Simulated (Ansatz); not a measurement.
`FB[SiH2][SiH3]` + `C[SeH]` → `C[Se]BF` + `[SiH3][SiH3]` at 298.15 K and 1 bar (cleavage of the B–Si bond).

Calculated with Ansatz (gas phase, PBE0-D4/def2-TZVP geometries, no zero-point term in ΔE). CCSD(T)/CBS adds triple-zeta CCSD(T) − MP2 to the extrapolated MP2 energy (def2 sets, frozen cores). For Se outer-core shells are correlated without core-valence functions, which leaves a few kJ/mol of doubt a bond. Scalar relativity is left out up to krypton. Each species was taken in one conformer, which may not be the lowest.

```json
{"species": "`FB[SiH2][SiH3]`", "CCSD(T)/CBS energy (Eh)": "-706.37300", "H − E (kJ/mol)": "170.5", "S (J/(mol·K))": "357.3"}
{"species": "`C[SeH]`", "CCSD(T)/CBS energy (Eh)": "-2441.15625", "H − E (kJ/mol)": "129.5", "S (J/(mol·K))": "267.5"}
{"species": "`C[Se]BF`", "CCSD(T)/CBS energy (Eh)": "-2565.82397", "H − E (kJ/mol)": "157.7", "S (J/(mol·K))": "324.1"}
{"species": "`[SiH3][SiH3]`", "CCSD(T)/CBS energy (Eh)": "-581.74359", "H − E (kJ/mol)": "143.7", "S (J/(mol·K))": "274.2"}
```

H − E and S are ideal-gas, rigid-rotor, harmonic terms from PBE0-D4/def2-TZVP, for one conformer and one mirror image of each species. 1 Eh = 2625.50 kJ/mol, R = 8.31446 J/(mol·K).

Q: By hand: ΔE, ΔH, ΔS and ΔG.

A: ΔE = (-2565.82397) + (-581.74359) − (-706.37300) − (-2441.15625) = -0.03831 Eh = -100.6 kJ/mol. Δ(H − E) = 157.7 + 143.7 − 170.5 − 129.5 = 1.4, so ΔH = -99.2 kJ/mol. ΔS = 324.1 + 274.2 − 357.3 − 267.5 = -26.5 J/(mol·K). ΔG = -99.2 − 298.15 × (-26.5)/1000 = -91.3 kJ/mol.

Q: By hand: the equilibrium constant, and the temperature at which ΔG would vanish if ΔH and ΔS stayed fixed.

A: log₁₀ K = −ΔG/(RT ln 10) = 16.0. ΔG = 0 at ΔH/ΔS = 3743 K, far beyond where these terms or the molecules hold.

ΔH outweighs TΔS. A doubt of 5 kJ/mol in ΔE shifts log₁₀ K by 0.9 here. Other conformers and mirror images would add mixing entropy, several J/(mol·K) or more a flexible species. Modes under 60 cm⁻¹, often nearly free rotors, make the harmonic entropy too high. These are equilibria of isolated gas molecules and say nothing of rates. Largest T1 diagnostic: 0.015 (customary marks: 0.02 for closed shells, 0.045 for open ones).
